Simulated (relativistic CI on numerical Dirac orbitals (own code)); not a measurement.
**Level scheme of Pd27+**

Method of calculation: Dirac-Coulomb-Breit CI, separate exchange-only KLI orbitals for each configuration, model QED, unscaled Slater integrals (own radial code, finite nucleus).

Configuration list (outside the closed core [Ne]): 3s2 3p6 3d, 3s2 3p5 3d2, 3s 3p6 3d2, 3s2 3p6 4s, 3s2 3p6 4p, 3s2 3p6 4d, 3s2 3p6 4f, 3s2 3p5 3d 4s, 3s2 3p5 3d 4p, 3p6 3d3, 3p5 3d4. Double excitations out of closed p, d and f shells are left out; levels of such configurations are missing from the list, as are those of other unlisted configurations, and high levels can miss mixing partners. These lack a partner that the ground configuration has and come out too high: 3s2 3p5 3d 4s, 3s2 3p5 3d 4p.

The lowest level is 3s2 3p6 3d 2D_3/2, with 100 % of that term; Hund's rules for 3s2 3p6 3d give 2D with J = 3/2, in agreement.

```tsv
No.	Configuration	Term	J	E (eV)	%	Next component (%)	jj configuration (%)
1	3s2 3p6 3d	2D	3/2	0.000	100		3d3/2 (100)
2	3s2 3p6 3d	2D	5/2	7.428	100		3d5/2 (100)
3	3p5 3d2(3F)	4D°	1/2	129.122	95	4 2P°	3p3/2^3 3d3/2^2 (76)
4	3p5 3d2(3F)	4D°	3/2	130.412	75	14 4F°	3p3/2^3 3d3/2^2 (76)
5	3p5 3d2(3F)	4D°	5/2	133.720	53	33 4F°	3p3/2^3 3d3/2^2 (51)
6	3p5 3d2(3F)	4G°	7/2	136.983	44	27 4F°	3p3/2^3 3d3/2^2 (63)
7	3p5 3d2(3F)	2F°	5/2	138.103	29	21 4D°	3p3/2^3 3d3/2 3d5/2 (57)
8	3p5 3d2(3F)	4D°	7/2	139.514	60	17 2F°	3p3/2^3 3d3/2 3d5/2 (46)
9	3p5 3d2(3F)	4G°	9/2	140.044	75	15 4F°	3p3/2^3 3d3/2 3d5/2 (97)
10	3p5 3d2(3F)	4G°	11/2	142.652	90	10 2H°	3p3/2^3 3d3/2 3d5/2 (50)
11	3p5 3d2(1D)	2D°	3/2	143.026	44	19 2P°	3p3/2^3 3d3/2 3d5/2 (66)
12	3p5 3d2(3P)	4P°	5/2	143.509	57	22 2F°	3p3/2^3 3d3/2 3d5/2 (91)
13	3p5 3d2(3P)	4P°	3/2	143.987	56	12 4D°	3p3/2^3 3d3/2^2 (60)
14	3p5 3d2(3F)	2G°	7/2	146.372	46	26 2F°	3p3/2^3 3d3/2 3d5/2 (93)
15	3p5 3d2(3P)	4P°	1/2	148.583	48	30 2P°	3p3/2^3 3d3/2 3d5/2 (90)
16	3p5 3d2(3F)	4F°	9/2	150.224	63	33 2G°	3p3/2^3 3d5/2^2 (62)
17	3p5 3d2(1D)	2D°	5/2	150.498	58	15 2F°	3p3/2^3 3d5/2^2 (70)
18	3p5 3d2(1D)	2F°	7/2	151.471	53	30 4D°	3p3/2^3 3d3/2 3d5/2 (84)
19	3p5 3d2(1G)	2H°	11/2	152.628	90	10 4G°	3p3/2^3 3d5/2^2 (50)
20	3p5 3d2(1D)	2P°	3/2	153.162	25	24 4F°	3p3/2^3 3d3/2 3d5/2 (81)
21	3p5 3d2(3P)	4D°	5/2	153.663	32	26 2D°	3p3/2^3 3d3/2 3d5/2 (64)
22	3p5 3d2(1D)	2F°	7/2	156.135	55	31 4D°	3p3/2^3 3d5/2^2 (78)
23	3p5 3d2(1D)	2P°	1/2	157.437	65	22 4P°	3p3/2^3 3d5/2^2 (88)
24	3p5 3d2(1G)	2G°	9/2	159.649	57	41 2H°	3p3/2^3 3d3/2 3d5/2 (63)
25	3p5 3d2(3P)	2D°	3/2	160.356	47	24 4D°	3p3/2^3 3d3/2 3d5/2 (54)
26	3p5 3d2(3F)	4G°	5/2	160.969	42	39 2F°	3p3/2^3 3d3/2 3d5/2 (45)
27	3p5 3d2(3F)	4F°	5/2	168.217	34	33 4D°	3p1/2 3p3/2^4 3d3/2 3d5/2 (37)
28	3p5 3d2(1G)	2G°	7/2	168.301	41	35 4D°	3p3/2^3 3d5/2^2 (62)
29	3p5 3d2(3P)	4D°	1/2	170.495	54	26 2P°	3p3/2^3 3d3/2 3d5/2 (45)
30	3p5 3d2(1D)	2D°	3/2	170.799	35	31 2P°	3p3/2^3 3d5/2^2 (73)
31	3p5 3d2(1S)	2P°	3/2	176.725	54	22 4S°	3p3/2^3 3d5/2^2 (54)
32	3p5 3d2(3F)	4G°	7/2	177.176	37	29 2G°	3p1/2 3p3/2^4 3d3/2 3d5/2 (89)
33	3p5 3d2(1D)	2F°	5/2	181.077	52	31 2D°	3p1/2 3p3/2^4 3d3/2 3d5/2 (66)
34	3p5 3d2(3F)	2G°	9/2	182.801	51	17 2H°	3p1/2 3p3/2^4 3d3/2 3d5/2 (70)
35	3p5 3d2(3P)	2D°	3/2	183.577	34	32 4D°	3p1/2 3p3/2^4 3d3/2 3d5/2 (84)
36	3p5 3d2(3P)	2S°	1/2	184.979	48	26 4P°	3p1/2 3p3/2^4 3d3/2 3d5/2 (90)
37	3p5 3d2(3F)	2F°	5/2	185.082	70	13 2D°	3p3/2^3 3d3/2 3d5/2 (46)
38	3p5 3d2(3F)	2F°	7/2	187.852	36	30 2G°	3p1/2 3p3/2^4 3d5/2^2 (81)
39	3p5 3d2(1D)	2P°	3/2	192.569	32	22 4S°	3p1/2 3p3/2^4 3d5/2^2 (89)
40	3p5 3d2(1G)	2G°	9/2	192.906	48	41 2H°	3p1/2 3p3/2^4 3d5/2^2 (69)
41	3p5 3d2(3P)	2D°	5/2	195.128	42	34 2F°	3p1/2 3p3/2^4 3d5/2^2 (91)
42	3p5 3d2(3P)	2P°	1/2	202.550	75	16 4D°	3p1/2 3p3/2^4 3d5/2^2 (39)
43	3p5 3d2(1G)	2F°	7/2	205.913	80	17 2G°	3p1/2 3p3/2^4 3d3/2 3d5/2 (87)
44	3p5 3d2(3F)	2D°	3/2	211.186	89	7 2P°	3p1/2 3p3/2^4 3d3/2^2 (71)
45	3p5 3d2(1S)	2P°	1/2	211.545	99		3p1/2 3p3/2^4 3d5/2^2 (53)
46	3p5 3d2(3F)	2D°	5/2	213.898	86	7 2F°	3p1/2 3p3/2^4 3d3/2 3d5/2 (61)
47	3p5 3d2(3P)	2P°	3/2	215.030	84	6 4S°	3p1/2 3p3/2^4 3d3/2 3d5/2 (69)
48	3s 3d2(3F)	4F	3/2	277.803	94	5 2D	3s 3d3/2^2 (86)
49	3s 3d2(3F)	4F	5/2	280.254	92	5 2D	3s 3d3/2^2 (57)
50	3s 3d2(3F)	4F	7/2	284.313	98	1 2F	3s 3d3/2 3d5/2 (89)
51	3s 3d2(3F)	4F	9/2	288.357	95	5 2G	3s 3d5/2^2 (59)
52	3s 3d2(3P)	4P	1/2	289.278	95	5 2S	3s 3d3/2^2 (62)
53	3s 3d2(3P)	4P	5/2	291.383	62	30 2D	3s 3d3/2 3d5/2 (76)
54	3s 3d2(3P)	4P	3/2	291.691	95	5 2D	3s 3d3/2 3d5/2 (97)
55	3s 3d2(3F)	2F	5/2	297.373	62	23 4P	3s 3d3/2 3d5/2 (60)
56	3s 3d2(1D)	2D	3/2	297.948	82	9 2P	3s 3d3/2 3d5/2 (56)
57	3s 3d2(1G)	2G	7/2	299.980	80	20 2F	3s 3d3/2 3d5/2 (100)
58	3s 3d2(1G)	2G	9/2	301.845	95	5 4F	3s 3d3/2 3d5/2 (59)
59	3s 3d2(1D)	2D	5/2	302.684	54	31 2F	3s 3d5/2^2 (78)
60	3s 3d2(3P)	2P	1/2	306.867	89	8 2S	3s 3d3/2 3d5/2 (73)
61	3s 3d2(3F)	2F	7/2	306.878	79	20 2G	3s 3d5/2^2 (89)
62	3s 3d2(3P)	2P	3/2	312.080	91	8 2D	3s 3d5/2^2 (66)
63	3s 3d2(1S)	2S	1/2	320.245	87	9 2P	3s 3d5/2^2 (86)
64	3p6 3d3	4F	3/2	574.266	85	13 2D	3d3/2^3 (71)
65	3p6 3d3	4F	5/2	578.212	95	4 2D	3d3/2^2 3d5/2 (90)
66	3s2 3p6 4s	2S	1/2	581.091	99	1 3s2 3p5 3d 4p 2S	4s (99)
67	3p6 3d3	4F	7/2	581.385	87	12 2G	3d3/2^2 3d5/2 (53)
68	3p6 3d3	4F	9/2	583.466	60	30 2G	3d3/2^2 3d5/2 (63)
69	3p6 3d3	4P	3/2	584.765	51	31 2P	3d3/2^2 3d5/2 (78)
70	3p6 3d3	4P	1/2	586.228	76	24 2P	3d3/2^2 3d5/2 (94)
```

Energies count from the lowest computed level; ° marks odd parity. Percentages are summed over parent terms; the parents shown are those of the largest component, closed shells are left out there. Filled j subshells are mostly left out of the jj labels.

The mean weight of the leading LS term, summed over parents, in these 70 levels is 66 %, and that of the leading jj configuration (from the same eigenvectors) 72 %.

At this charge energies of transitions that change n are usually good to better than 1 %, and those within a shell (Δn = 0) to a few per cent.

LS names give the leading component of a level, which can be under half, so a name can repeat, a term be missing and a line seem to break the LS rules.
